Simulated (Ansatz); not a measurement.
Name a neutral molecule of F, O, Se, Zr and H with LUMO energy (PBE/def2-TZVPP) between -1.95 and -1.65 eV and HOMO–LUMO gap (PBE0/def2-TZVPP) between 5.90 and 6.20 eV (Ansatz, PBE0-D4/def2-TZVP geometry).

`[OH][Zr]([OH])([F])[SeH]` (-1.77 eV, 6.01 eV). Other molecules can fit too; these were computed, each in one conformer that needn't be the lowest.
